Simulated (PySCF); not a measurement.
Species: ortho-chlorotoluene, C7H7Cl.
SMILES: `Cc1ccccc1Cl`

Method used: PySCF, PBE0-D3(BJ)/def2-SVP geometry optimisation, gas phase.

Take the most abundant isotopes and a rigid rotor. 

Q: What are A, B and C (MHz)?

A: Ia = 176.27, Ib = 328.87, Ic = 502.00 u·Å²; 505379 MHz·u·Å²/I gives A = 2867, B = 1537, C = 1007 MHz.

Q: What kind of rotor is it?

A: An asymmetric top: κ = (2 × 1537 − 2867 − 1007)/(2867 − 1007) = -0.43.

Q: Is it planar, by Δ = Ic − Ia − Ib?

A: Not planar: Δ = Ic − Ia − Ib = -3.14 u·Å². For a rigid frame Δ = −2 Σ m c², so Σ m c² = 1.57 u·Å² lies off the ab plane, practically all of it from hydrogen. The atom farthest from that plane is 0.88 Å away.

Q: Give the coordinates in the principal-axis frame, origin at the centre of mass.

A: The sense of each axis is arbitrary; atoms in the order of the calculation.
```json
{"atom": "C1", "mass (u)": "12.000", "a (Å)": "-0.695", "b (Å)": "-2.181", "c (Å)": "0.000"}
{"atom": "C2", "mass (u)": "12.000", "a (Å)": "0.196", "b (Å)": "-0.977", "c (Å)": "0.000"}
{"atom": "C3", "mass (u)": "12.000", "a (Å)": "1.590", "b (Å)": "-1.096", "c (Å)": "0.000"}
{"atom": "C4", "mass (u)": "12.000", "a (Å)": "2.423", "b (Å)": "0.020", "c (Å)": "0.000"}
{"atom": "C5", "mass (u)": "12.000", "a (Å)": "1.870", "b (Å)": "1.298", "c (Å)": "0.000"}
{"atom": "C6", "mass (u)": "12.000", "a (Å)": "0.487", "b (Å)": "1.452", "c (Å)": "0.000"}
{"atom": "C7", "mass (u)": "12.000", "a (Å)": "-0.330", "b (Å)": "0.323", "c (Å)": "0.000"}
{"atom": "Cl8", "mass (u)": "34.969", "a (Å)": "-2.054", "b (Å)": "0.544", "c (Å)": "0.000"}
{"atom": "H9", "mass (u)": "1.008", "a (Å)": "-1.355", "b (Å)": "-2.185", "c (Å)": "0.881"}
{"atom": "H10", "mass (u)": "1.008", "a (Å)": "-0.105", "b (Å)": "-3.107", "c (Å)": "0.001"}
{"atom": "H11", "mass (u)": "1.008", "a (Å)": "-1.353", "b (Å)": "-2.186", "c (Å)": "-0.883"}
{"atom": "H12", "mass (u)": "1.008", "a (Å)": "2.027", "b (Å)": "-2.099", "c (Å)": "0.000"}
{"atom": "H13", "mass (u)": "1.008", "a (Å)": "3.508", "b (Å)": "-0.111", "c (Å)": "0.000"}
{"atom": "H14", "mass (u)": "1.008", "a (Å)": "2.513", "b (Å)": "2.182", "c (Å)": "0.000"}
{"atom": "H15", "mass (u)": "1.008", "a (Å)": "0.028", "b (Å)": "2.442", "c (Å)": "0.000"}
```

Q: List the rotational levels J(Ka,Kc) to J = 4 (cm⁻¹).

A: Above 0(0,0):
J = 1: 1(0,1) 0.0848, 1(1,1) 0.1292, 1(1,0) 0.1469
J = 2: 2(0,2) 0.2502, 2(1,2) 0.2812, 2(1,1) 0.3343, 2(2,1) 0.4674, 2(2,0) 0.4717
J = 3: 3(0,3) 0.4889, 3(1,3) 0.5068, 3(1,2) 0.6122, 3(2,2) 0.7219, 3(2,1) 0.7420, 3(3,1) 0.9904, 3(3,0) 0.9911
J = 4: 4(0,4) 0.7951, 4(1,4) 0.8038, 4(1,3) 0.9760, 4(2,3) 1.0578, 4(2,2) 1.1111, 4(3,2) 1.3367, 4(3,1) 1.3413, 4(4,1) 1.7032, 4(4,0) 1.7033
Those of J = 1 are B + C, A + C and A + B.

Q: Which types of transition are allowed, and where do some lines up to J = 2 fall?

A: The dipole components are |μa| = 1.18 D, |μb| = 0.51 D, |μc| = 0.00 D; the mirror of this Cs structure is the ab plane, so μc vanishes by symmetry and there are no c-type lines. Intensities carry the squares of the components, which stand as 1.00 : 0.19 (a : b). Some lines, for components of 0.1 D or more:

```tsv
type	branch	J(Ka,Kc)	MHz	lower level (cm⁻¹)
a	Q	1(1,0) ← 1(1,1)	530	0.129
a	Q	2(1,1) ← 2(1,2)	1590	0.281
b	Q	1(1,0) ← 1(0,1)	1860	0.085
b	Q	2(1,1) ← 2(0,2)	2520	0.250
a	R	1(0,1) ← 0(0,0)	2543	0.000
b	R	2(0,2) ← 1(1,1)	3627	0.129
b	R	1(1,1) ← 0(0,0)	3874	0.000
b	Q	2(2,0) ← 2(1,1)	4120	0.334
a	R	2(1,2) ← 1(1,1)	4557	0.129
a	R	2(0,2) ← 1(0,1)	4957	0.085
b	Q	2(2,1) ← 2(1,2)	5581	0.281
a	R	2(1,1) ← 1(1,0)	5617	0.147
b	R	2(1,2) ← 1(0,1)	5887	0.085
b	R	2(2,1) ← 1(1,0)	9608	0.147
b	R	2(2,0) ← 1(1,1)	10267	0.129
```

Q: Estimate the classical rotational partition function at 25 K, 200 K and 500 K.

A: Point group Cs, symmetry number σ = 1; q = (√π/σ)·√((kT/h)³/(ABC)), k/h = 20836.6 MHz/K: 10000 at 25 K, 226000 at 200 K, 895000 at 500 K.

PBE0-D3(BJ)/def2-SVP frequencies: not computed here. Constants of a rigid frame at the computed geometry: no zero-point averaging, no centrifugal distortion. A rigid rotor knows nothing of internal rotation, which can split or shift real lines. Quadrupole hyperfine structure (35Cl) is left out.
